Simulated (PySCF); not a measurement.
# Diatomics of H with group 11

PBE0 with triple-zeta basis sets in PySCF, for the lowest determinant that a PBE0 search found; no spin–orbit coupling. De refers to high-spin ground-configuration atoms. A positive dipole means M(−)H(+).

| M | basis | state (unpaired electrons) | Re (Å) | ωe (cm⁻¹) | De (eV) | μ (D) |
| --- | --- | --- | --- | --- | --- | --- |
| Cu | def2-TZVPP | singlet (closed shell) | 1.481 | 1874 | 2.57 | -2.76 |
| Ag | x2c-TZVPPall | singlet (closed shell) | 1.623 | 1761 | 2.27 | -2.92 |
| Au | def2-TZVPP | singlet (closed shell) | 1.535 | 2254 | 2.98 | -1.45 |

The shortest bond is that of CuH (1.481 Å), the longest that of AgH (1.623 Å). AuH is bound most strongly (2.98 eV) and AgH least (2.27 eV).

The rows differ in basis set, which adds steps of its own.

Down a group the atoms grow and get heavier, so bonds lengthen and wavenumbers fall; the exceptions here are the shorter bond at Au and the higher wavenumber at Au. Relativity and the filled 4f shell contract the atoms of the sixth period.

Spin–orbit coupling is left out.
